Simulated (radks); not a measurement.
Task: The table gives one normalised radial function P(r) = r R(r) of Pb+ in [Xe] 4f13 5d10 6s2 6p2 (r in bohr). Calculated with a radial shooting solver on a logarithmic mesh with Libxc functionals: scalar-relativistic Kohn-Sham, LDA (Slater exchange, Perdew-Wang correlation), spin-polarised, spherical densities, finite nucleus; open shells are filled with parallel spins first (spin-orbit coupling, left out, can overturn this in heavy ions); Fermi nuclear charge, rms radius 5.5012 fm.

r           P
0.002428   0.0128
0.003291   0.0210
0.00446    0.0340
0.006045   0.0544
0.008192   0.0853
0.01119    0.1313
0.01517    0.1910
0.02056    0.2595
0.02786    0.3173
0.03776    0.3253
0.05117    0.2298
0.06935   -0.0002
0.09474   -0.3086
0.1284    -0.4642
0.174     -0.2343
0.2358     0.3233
0.3196     0.6759
0.4332     0.2990
0.5918    -0.6125
0.8021    -1.1884
1.087     -1.0416
1.473     -0.5399
1.997     -0.1689
2.706     -0.0297
3.697     -0.0023
5.01      -0.0001
6.79      0.0000
9.202     0.0000

Which n and l does it have? It may be an empty orbital.

Result: n = 5, l = 1: the number of nodes gives n - l - 1 = 3, the rise at small r (about r^(l+1), flatter next to the nucleus through relativity) gives l, and the extent must fit the shell. The curve is that of 5p up; the table hardly tells the two spins apart. 5p up: eigenvalue -102.81 eV, 3 radial nodes at r = 0.0693, 0.200, 0.483 bohr, <r> = 0.958 bohr, 90 % of the charge inside 1.38 bohr.
